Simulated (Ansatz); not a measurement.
Reaction (cleavage of the Si–Si bond): `F[SiH2][SiH2]Cl` + `[SH][GeH2][Cl]` → `Cl[SiH2][S][GeH2][Cl]` + `F[SiH3]`

Isolated molecules relaxed with PBE0-D4/def2-TZVP in Ansatz; ΔE leaves out vibrations. CCSD(T)/CBS adds triple-zeta CCSD(T) − MP2 to the extrapolated MP2 energy (def2 sets, frozen cores). This one scheme is used for every species. DFT in def2-TZVPP. B3LYP here is the variant with VWN-RPA as its local correlation; programs differ in this. For Ge outer-core shells are correlated without core-valence functions, which leaves a few kJ/mol of doubt a bond. Scalar relativity is left out up to krypton. One conformer a species, not always the lowest.

```
             level  ΔE (kcal/mol)  difference from CCSD(T)/CBS
            PBE-D4          -16.0                          3.4
         r2SCAN-D4          -18.0                          1.4
           PBE0-D4          -17.1                          2.3
          B3LYP-D4          -18.3                          1.1
           ωB97X-V          -17.9                          1.5
           ωB97M-V          -19.5                         -0.1
            B2PLYP          -18.1                          1.3
               PBE          -14.5                          4.9
            r2SCAN          -17.6                          1.8
              PBE0          -15.7                          3.7
             B3LYP          -15.7                          3.7
     HF/def2-TZVPP          -18.0                          1.4
    MP2/def2-TZVPP          -22.1                         -2.7
SCS-MP2/def2-TZVPP          -20.9                         -1.5
   CCSD/def2-TZVPP          -18.3                          1.1
CCSD(T)/def2-TZVPP          -18.8                          0.6
     HF/def2-QZVPP          -17.9                          1.5
    MP2/def2-QZVPP          -22.4                         -3.0
SCS-MP2/def2-QZVPP          -21.1                         -1.7
      HF/CBS(def2)          -17.9                          1.5
     MP2/CBS(def2)          -22.6                         -3.2
    CCSD/CBS(def2)          -18.8                          0.6
       CCSD(T)/CBS          -19.4                            0
```

Largest T1 diagnostic among the species: 0.011.

From PBE to PBE0 (25 % exact exchange), in def2-TZVPP and without D4, ΔE moves by −1.3 kcal/mol. The D4 term adds −2.6 kcal/mol with B3LYP and −1.4 kcal/mol with PBE0; it sums over pairs of atoms, weighted by their polarisabilities, and B3LYP, whose exchange is more repulsive, gets the larger term.
